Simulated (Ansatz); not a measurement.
Gas-phase electronic energies from Ansatz, PBE0-D4/def2-TZVP geometries. CBS: MP2 limit from def2 TZ/QZ plus the TZ coupled-cluster correction, frozen cores. This one scheme is used for every species. DFT in def2-TZVPP. B3LYP here is the variant with VWN-RPA as its local correlation; programs differ in this. HSE06 is defined as in plane-wave codes. For As outer-core shells are correlated without core-valence functions, which leaves a few kJ/mol of doubt a bond. Scalar relativity is left out up to krypton.

Consider the hydrogenolysis of the As–Si bond: `[SiH3][As]1C[SiH2]1` + H₂ → `C1[SiH2][AsH]1` + SiH₄.

| level | ΔE (kJ/mol) | difference from CCSD(T)/CBS |
| --- | --- | --- |
| LDA (SPW92) | 21.6 | 0.0 |
| PBE-D4 | 27.1 | 5.5 |
| revPBE-D4 | 31.0 | 9.4 |
| BLYP-D4 | 19.7 | -1.9 |
| r2SCAN-D4 | 22.1 | 0.5 |
| B97M-V | 11.9 | -9.7 |
| PBE0-D4 | 23.6 | 2.0 |
| B3LYP-D4 | 16.4 | -5.2 |
| r2SCAN0-D4 | 20.6 | -1.0 |
| HSE06-D4 | 23.6 | 2.0 |
| BHLYP-D4 | 13.1 | -8.5 |
| CAM-B3LYP-D4 | 7.6 | -14.0 |
| ωB97X-V | 13.4 | -8.2 |
| B2PLYP | 9.8 | -11.8 |
| PBE | 17.6 | -4.0 |
| revPBE | 13.9 | -7.7 |
| BLYP | 0.9 | -20.7 |
| r2SCAN | 19.7 | -1.9 |
| PBE0 | 15.2 | -6.4 |
| B3LYP | 1.0 | -20.6 |
| r2SCAN0 | 17.6 | -4.0 |
| HSE06 | 15.5 | -6.1 |
| BHLYP | -2.3 | -23.9 |
| CAM-B3LYP | -1.5 | -23.1 |
| LC-ωPBE | 10.4 | -11.2 |
| RPA@PBE/def2-TZVPP | 9.7 | -11.9 |
| HF/def2-SVP | -22.0 | -43.6 |
| MP2/def2-SVP | 11.1 | -10.5 |
| CCSD/def2-SVP | -4.3 | -25.9 |
| CCSD(T)/def2-SVP | 0.5 | -21.1 |
| MP2/def2-TZVPP | 27.0 | 5.4 |
| SCS-MP2/def2-TZVPP | 15.9 | -5.7 |
| CCSD/def2-TZVPP | 8.7 | -12.9 |
| CCSD(T)/def2-TZVPP | 15.5 | -6.1 |
| HF/def2-QZVPP | -16.0 | -37.6 |
| MP2/def2-QZVPP | 30.2 | 8.6 |
| SCS-MP2/def2-QZVPP | 18.8 | -2.8 |
| HF/CBS(def2) | -16.0 | -37.6 |
| MP2/CBS(def2) | 33.0 | 11.4 |
| CCSD/CBS(def2) | 14.7 | -6.9 |
| CCSD(T)/CBS | 21.6 | 0 |

Largest T1 diagnostic among the species: 0.012.

At CCSD(T), def2-SVP lies −21.1 kJ/mol from the extrapolated value and def2-TZVPP −6.1 kJ/mol. From BLYP to BHLYP (50 % exact exchange), in def2-TZVPP and without D4, ΔE moves by −3.2 kJ/mol. In def2-TZVPP, CCSD(T) changes the Hartree–Fock value by +31.0 kJ/mol (the triples alone add +6.8 kJ/mol) and MP2 by +42.4 kJ/mol.
